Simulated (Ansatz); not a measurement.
Mg10O13H6⁻, relaxed as a doublet with UKS PBE-D4/def2-SVP in Ansatz, starting from the PBE-D4/def2-SVP geometry of the neutral singlet. Force threshold 0.03 eV/Å.

The highest occupied level of the relaxed charge -1 doublet lies above zero (up to 0.46 eV). By energy differences its removal costs 0.49 eV (each at its own geometry, to the charge 0 singlet, at PBE0-D4/def2-TZVP). The relaxation made no stability test and no search for a lower SCF solution.

Start:

Cartesian coordinates in Å:
```
Mg 1.098 0.318 2.941
Mg 1.686 2.274 -1.280
Mg -0.828 1.941 0.234
Mg -1.170 -1.932 -0.536
Mg 1.509 -0.595 -0.405
Mg -0.906 0.263 -2.059
Mg -1.289 -0.280 1.900
Mg 1.059 2.838 1.920
Mg 0.909 -2.312 1.991
Mg 3.252 0.698 1.233
O 0.160 -3.196 0.408
O -2.144 -1.314 -2.173
O 0.547 -1.404 -1.952
O -0.090 -1.203 3.162
O -2.414 -1.667 1.041
O 2.218 -0.969 1.475
O -0.426 -0.051 -0.030
O -2.092 1.763 -1.264
O 2.818 0.893 -0.625
O 0.453 1.661 -2.717
O -0.475 1.575 2.212
O 2.453 1.732 2.654
O 0.696 3.209 0.074
H 0.712 -3.727 -0.192
H -3.097 -1.147 -2.079
H 0.839 -1.860 -2.758
H -2.801 -2.382 1.571
H -2.594 2.465 -1.704
H -0.084 2.409 -3.041
```

| step | energy (eV) | largest force component (eV/Å) | SCF passes |
| --- | --- | --- | --- |
| 1 | -81093.7588 | 0.340 | 30 |
| 2 | -81093.8139 | 0.282 | 23 |
| 3 | -81093.8479 | 0.460 | 28 |
| 4 (rejected) | -81093.8123 | 0.199 | 24 |
| 5 | -81093.8686 | 0.374 | 24 |
| 6 (rejected) | -81093.8656 | 0.241 | 24 |
| 7 | -81093.8701 | 0.223 | 24 |
| 8 | -81093.8725 | 0.198 | 24 |
| 9 (rejected) | -81093.8681 | 3.505 | 24 |
| 10 | -81093.8737 | 0.199 | 25 |
| 11 | -81093.8754 | 0.177 | 24 |
| 12 (rejected) | -81093.8262 | 2.810 | 24 |
| 13 | -81093.8767 | 0.119 | 25 |
| 14 (rejected) | -81093.8747 | 1.921 | 23 |
| 15 | -81093.8772 | 0.165 | 24 |
| 16 | -81093.8777 | 0.163 | 24 |
| 17 | -81093.8784 | 0.231 | 24 |
| 18 | -81093.8787 | 0.030 | 24 |

Force components are those of the run's own axes.

End:

```xyz
29

Mg    1.131    0.273    2.931
Mg    1.643    2.220   -1.271
Mg   -0.885    1.929    0.234
Mg   -1.177   -1.911   -0.540
Mg    1.497   -0.657   -0.353
Mg   -0.886    0.269   -2.079
Mg   -1.253   -0.321    1.885
Mg    1.040    2.804    1.884
Mg    1.012   -2.429    2.126
Mg    3.297    0.681    1.239
O     0.158   -3.113    0.420
O    -2.168   -1.295   -2.193
O     0.541   -1.381   -1.982
O    -0.094   -1.232    3.172
O    -2.468   -1.659    1.021
O     2.207   -0.962    1.521
O    -0.455   -0.035   -0.068
O    -2.119    1.782   -1.321
O     2.791    0.849   -0.630
O     0.431    1.689   -2.783
O    -0.510    1.561    2.200
O     2.447    1.741    2.651
O     0.628    3.211    0.038
H     0.724   -3.682   -0.133
H    -3.098   -1.065   -2.017
H     0.859   -1.857   -2.766
H    -2.681   -2.416    1.596
H    -2.476    2.548   -1.798
H    -0.135    2.460   -2.986
```

By distances, no bond broke or formed. The bond that changes most is Mg1–O16, from 2.25 to 2.16 Å (atoms count from 1).

No frequencies were taken in this run, so the end may be a saddle point.

It took 78 s on 2 threads of AMD EPYC 7R13 on a shared host and a share (18 GiB) of an NVIDIA H100 80GB HBM3.
